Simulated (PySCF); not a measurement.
## Working out the excitation energy of O²⁺

O²⁺ [He] 2s2 2p2 (3P) → O²⁺ [He] 2s1 2p3 (5S). All numbers are calculated (PySCF 2.14, no relativity, point nucleus, in dyall-av2z (11s7p2d, 42 functions)). Frozen: 1s2; the 8 highest virtual orbitals dropped. Energies in hartree (1 hartree = 27.21139 eV):

```json
{"part": "UHF", "O²⁺ (lower)": "-73.103190", "O²⁺ (upper)": "-72.902013"}
{"part": "MP2 opposite-spin", "O²⁺ (lower)": "-0.055560", "O²⁺ (upper)": "0.000000"}
{"part": "MP2 same-spin", "O²⁺ (lower)": "-0.011361", "O²⁺ (upper)": "-0.023324"}
```

What does Hartree-Fock give?

(-72.902013) − (-73.103190) = 0.201177 hartree = 5.474 eV.

What do MP2 and SCS-MP2 (6/5 opposite-spin, 1/3 same-spin) give?

The opposite-spin parts differ by 1.512 eV and the same-spin parts by -0.326 eV. MP2: 5.474 + (1.512) + (-0.326) = 6.660 eV. SCS-MP2: 5.474 + 1.2 × (1.512) + (-0.326)/3 = 7.180 eV.

A double-zeta basis recovers only part of the correlation energy.
